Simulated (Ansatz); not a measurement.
Reaction (redistribution): `[SiH3][SiH2][SiH2][SiH3]` + `SBS` → `[SiH3][SiH2]BS` + `[SiH3][SiH2]S`

Calculated with Ansatz (gas phase, PBE0-D4/def2-TZVP geometries, no zero-point term in ΔE). CCSD(T)/CBS is the MP2 limit (def2-TZVPP, def2-QZVPP) plus CCSD(T) − MP2 in def2-TZVPP, frozen cores. Functionals use def2-TZVPP. One conformer a species, not always the lowest.

`[SiH3][SiH2][SiH2][SiH3]`:

```xyz
14

Si    0.556    1.663   -1.592
Si   -1.328    0.642   -0.658
Si   -0.729   -1.413    0.285
Si    0.963   -1.094    1.867
H     0.202    2.949   -2.252
H     1.559    1.933   -0.527
H     1.172    0.762   -2.603
H    -1.887    1.522    0.407
H    -2.374    0.454   -1.703
H    -0.232   -2.317   -0.791
H    -1.909   -2.059    0.927
H     1.328   -2.374    2.532
H     2.172   -0.540    1.202
H     0.510   -0.129    2.905
```

`SBS`:

Cartesian coordinates in Å:
```
S -0.339 -1.436 -1.066
B 0.237 -0.325 0.204
S -0.225 1.400 0.251
H -1.087 -0.572 -1.776
H 0.954 -0.797 1.029
H 0.460 1.729 1.358
```

`[SiH3][SiH2]BS`:

```xyz
11

Si    0.169    1.691   -0.837
Si    0.816   -0.457   -0.154
B    -0.342   -0.985    1.386
S    -1.754   -2.031    1.239
H     1.001    2.162   -1.977
H     0.314    2.653    0.288
H    -1.256    1.676   -1.265
H     2.260   -0.417    0.211
H     0.646   -1.386   -1.310
H    -0.174   -0.562    2.490
H    -1.681   -2.345   -0.069
```

`[SiH3][SiH2]S`:

Cartesian coordinates in Å:
```
Si 1.196 0.951 -0.264
Si -0.320 -0.774 0.177
S -2.270 0.112 0.103
H 0.926 1.536 -1.604
H 2.582 0.411 -0.240
H 1.071 2.015 0.766
H -0.191 -1.857 -0.836
H -0.060 -1.370 1.515
H -2.934 -1.023 0.383
```

(1) Is it downhill or uphill in electronic energy at CCSD(T)/CBS, and by how much? (Best estimate.)

(2) What do these levels give: PBE0-D4, ωB97X-V, PBE, HF/def2-TZVPP, CCSD/def2-TZVPP, HF/CBS(def2)? (An estimate is asked.)

Largest T1 diagnostic among the species: 0.016.

## Answers

(1) Ansatz gave: Uphill: ΔE = +38.0 kJ/mol.

(2) Computed: PBE0-D4 44.7, ωB97X-V 39.8, PBE 43.9, HF/def2-TZVPP 31.3, CCSD/def2-TZVPP 38.6, HF/CBS(def2) 30.5 kJ/mol.

In def2-TZVPP, CCSD(T) changes the Hartree–Fock value by +9.0 kJ/mol (the triples alone add +1.7 kJ/mol) and MP2 by +9.3 kJ/mol. The D4 term adds +3.5 kJ/mol with B3LYP and +2.1 kJ/mol with PBE0; it sums over pairs of atoms, weighted by their polarisabilities, and B3LYP, whose exchange is more repulsive, gets the larger term.

B3LYP here is the variant with VWN-RPA as its local correlation; programs differ in this.
